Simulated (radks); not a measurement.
Values are calculated unless marked as measured or tabulated.
Task: Ionisation of Fe3+, [Ar] 3d5, to Fe4+, [Ar] 3d4, under several functionals. Dirac Kohn-Sham, spin-unpolarised, spherical densities, finite nucleus; open shells are shared between the two j in proportion to 2j + 1; a radial shooting solver on a logarithmic mesh with Libxc functionals. Known Delta-SCF values: HCTH/407 53.810 eV. What does XLYP give, and what is its highest occupied eigenvalue?

Result: 53.112 eV by Delta-SCF; the 3d5/2 eigenvalue is -43.178 eV. NIST: 54.91 eV (measured).

Beside tabulated values, note that spin-unpolarised runs miss the spin-polarisation part of the exchange energy of open shells.
